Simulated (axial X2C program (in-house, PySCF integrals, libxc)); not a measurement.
**Curves of GaB⁺ by EOM-EA-CCSD**

Computed with an in-house all-electron X2C program for linear molecules (integrals from PySCF): two-component X2C with atomic mean-field Coulomb and Gaunt terms, Gaussian nuclei, basis Ga dyall-acv3z, B dyall-av3z with contracted cores.

Energies in eV from the lowest point of the lowest state; states are followed by energy order within each Ω. Reference: GaB²⁺, 14 electrons correlated in 92 virtual spinors with an MP2 remainder; levels at this size can be off by some tenths of an eV. Masses 68.926 and 11.009 u.

```
R (Å)  (1)Ω=1/2  (2)Ω=1/2  (1)Ω=3/2  (3)Ω=1/2  (2)Ω=3/2
2.569    0.0709    0.5802    0.5899    3.2558    3.3260
2.680    0.0223    0.5775    0.5853    3.1627    3.2336
2.792    0.0009    0.5776    0.5840    3.0935    3.1648
2.918    0.0000    0.5796    0.5846    3.0367    3.1081
3.043    0.0163    0.5830    0.5871    2.9961    3.0676
3.211    0.0554    0.5899    0.5930    2.9609    3.0323
```

(1) Fit the curves (1)Ω=1/2 near their minima.

No minimum in range: (3)Ω=1/2, (2)Ω=3/2; the order of states may turn beyond it. T1 of the reference reaches 0.011 (Lee–Taylor). Curves followed by order can swap character. Number of frozen shells: Ga 3 s, 2 p; B 1 s. Roots with under 60 % one-particle weight at any point are counted in the labels but not shown, and the list ends where the roots sought for some Ω run out; states that need a further excitation are missing and may lie low or lowest. Curves with a minimum but no constants failed the fit check.

Answers

(1) At EOM-EA-CCSD from GaB²⁺ (the fit fixes ωe to about one per cent; ωe of higher roots by this method can be off by ten per cent):

| state | Te (cm⁻¹) | Re (Å) | ωe (cm⁻¹) |
| --- | --- | --- | --- |
| (1)Ω=1/2 | 0 | 2.858 | 192.2 |
